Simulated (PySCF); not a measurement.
Input for PySCF: R-B3LYP/LANL2DZ on TiC, 2S+1 = 1, a spin state set in the input, which need not be the lowest, a point of a bond scan (R = 1.586 Å).

```python
from pyscf import gto, scf, dft, mp
from pyscf.data.elements import chemcore

mol = gto.M(
    atom='''
    Ti    0.00000000    0.00000000    0.00000000
    C     0.00000000    0.00000000    1.58624900
    ''',
    basis='lanl2dz',
    ecp={'Ti': 'lanl2dz'},
    charge=0, spin=0, verbose=3, max_memory=1800)
mf = dft.RKS(mol, xc='b3lyp')
mf.conv_tol = 1e-8
mf.max_cycle = 100
mf.kernel()
if not mf.converged:
    mf = mf.newton().run(mf.mo_coeff, mf.mo_occ)
```

It printed:

```
converged SCF energy = -95.9471310296526
```

The calculation finished and met its thresholds.

Cost: around 1.4 core-seconds (rough).
